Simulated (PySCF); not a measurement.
Electron correlation in Sm⁺ (samarium, charge +1)

Starting occupation: [Xe] 4f6 6s1, 4f5/2 with m_j = -5/2, -3/2, -1/2, +1/2, +3/2, +5/2, 6s1/2 with m_j = +1/2. Calculation: PySCF 2.14, in x2c-TZVPall-2c with one added diffuse shell each of s, p, d, f type (12s12p11d5f1g, 147 functions); X2C-1e with screened-nucleus spin-orbit coupling, Gaussian nucleus. Frozen: [Ar] 3d10; 33 electrons correlated; the 18 highest virtual spinors left out.

MP2 pair energies summed by pair of shells (mhartree):

```
 pair   energy  share (%)
4d-4d  -182.80       18.1
5p-5p  -120.70       12.0
4d-4f  -118.70       11.8
4d-5p  -101.18       10.0
4f-5p   -91.56        9.1
4d-4p   -79.10        7.8
4f-4f   -67.67        6.7
4f-4p   -37.57        3.7
5p-5s   -34.24        3.4
4d-5s   -26.52        2.6
4p-4p   -24.39        2.4
4d-4s   -21.80        2.2
5p-6s   -19.94        2.0
4f-5s   -19.89        2.0
4p-5p   -13.99        1.4
4p-4s   -10.97        1.1
4f-4s    -8.76        0.9
4p-5s    -7.35        0.7
5s-5s    -6.06        0.6
4f-6s    -5.12        0.5
4d-6s    -2.75        0.3
4s-5p    -2.28        0.2
4s-4s    -2.11        0.2
5s-6s    -1.12        0.1
4s-5s    -1.07        0.1
4p-6s    -0.38        0.0
4s-6s    -0.06        0.0
```

Total MP2 correlation energy: -1008.1 mhartree.

The GHF reference relaxed away from the jj start to a determinant that is no pure jj level (⟨S²⟩ = 15.63, ⟨J²⟩ = 6.26); the energies belong to that determinant.

This basis was not built for core-valence correlation, so the inner-shell part is incomplete.
